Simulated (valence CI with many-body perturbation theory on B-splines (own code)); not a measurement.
# Sensitivity of CI+MBPT for Cr X

Computed by relativistic CI+MBPT: five valence electrons over a frozen Dirac-Fock core [Ne], radial functions for each j: 6 s, 6 p, 5 d, 3 f, 1 g, with the one-electron correlation potential Σ1 (screened to all orders), the two-electron term Σ2, the three-electron term Σ3, Breit, model QED; selected single and double excitations, second order for the rest, scaled by the run's own slope (own B-spline code, finite nucleus).

No measured levels were compared; by estimate levels of excited configurations hold to 0.05 to 0.15 % of their energy, terms of the ground configuration to about 0.5 %. Among the levels kept, up to 1200 cm⁻¹ of a level comes from second order outside the variational space, and about a tenth of that is noise between levels of different J, which matters for small intervals.

The reference run has the lowest level 3s2 3p3 4S°_3/2 and an ionisation energy of 241.850 eV. Its largest variational space holds 9999 state functions.

Names give the largest LS component (configuration and term), which can be under half, so a name can repeat, a term be missing and a line seem to break the LS rules; names also repeat where a configuration has a term twice.

Changed runs:
A. logarithmic knot step 0.27 → 0.4; cutoff of virtual states (hartree) 1152 → 1320
B. screening of Σ1 on → off; core polarisation of operators on → off
C. size limit of the variational space 10000 → 3000
D. size limit of the variational space 10000 → 100; second order for the rest on → off (bad on purpose)

Excitation energies of the reference run in cm⁻¹, and shifts in cm⁻¹:

```
                 Level  Reference         A       B         C       D
       3s2 3p3 2D°_3/2      37535      +0.5    +0.6      -9.0   +1152
       3s2 3p3 2D°_5/2      39884      +0.7    +0.4       -11   +3758
       3s2 3p3 2P°_1/2      64496      +1.2    +0.5      -8.5   +2288
       3s2 3p3 2P°_3/2      67710      +1.3    +0.6      -8.5   +2445
         3s 3p4 4P_5/2     233870      -1.9    -8.8       +21    -618
         3s 3p4 4P_3/2     239960      -1.7    -8.6       +12    -625
         3s 3p4 4P_1/2     242901      -1.6    -8.6      +5.6   -1097
         3s 3p4 2D_3/2     289937      -0.6    -1.1      -3.1   +1513
         3s 3p4 2D_5/2     290917      -0.7    -1.1      +5.6   +1508
     3s2 3p2 3d 2P_3/2     333703      +1.3     +17       -14   +3225
         3s 3p4 2P_1/2     337781      +1.1     +12      -5.8   +1910
         3s 3p4 2S_1/2     349437      +1.0    +2.1      -7.7   +2862
Ionisation energy (eV)    241.850  -0.00056  +0.006  -0.00026  -0.556
```
